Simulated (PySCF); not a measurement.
Question: Write Cartesian coordinates for `O[SiH](O)CCl` as optimised with PBE0-D3(BJ)/def2-SVP.

Answer: 
```
atom  x, y, z in Å
O1    -0.7697   -1.7437   -0.3612
Si2   -0.1756   -0.2135   -0.5526
O3    -1.4374    0.8589   -0.5940
C4     0.8796    0.1372    0.9627
Cl5    1.3051    1.8857    0.8990
H6    -1.3410   -2.0927   -1.0509
H7     0.6578   -0.1043   -1.7844
H8    -1.1962    1.7714   -0.3998
H9     0.3260   -0.0401    1.8962
H10    1.8157   -0.4370    0.9973
```

Orientation and origin are arbitrary. Atoms count from 1 in this order. Of the pairs four or more bonds apart, Cl5···H8 is among the closest relative to their van der Waals radii: 2.82 Å, 96 % of the sum of Bondi's values. O1 (silanol oxygen) is bent (angle 117.8°). Si2 (oxygen-bound silicon) is tetrahedral (angles from 106.3° to 111.4°).

Bonds between heavy atoms (Å): O1–Si2 1.653, Si2–O3 1.656, Si2–C4 1.880, C4–Cl5 1.801.

The calculation used PBE0-D3(BJ)/def2-SVP geometry optimisation, gas phase in PySCF.

Point group: C1 (no symmetry element, even within 0.4 Å). No frequency check. One conformer, not necessarily the lowest (H–O1–Si2–O3 62°, O1–Si2–O3–H 160°, O1–Si2–C4–Cl5 -171°).

Hardware: one thread, Arm Neoverse V1 (aarch64), no GPU, shared host. Cost: 24 s, 0.43 GiB resident at most. These figures are those of the optimisation.
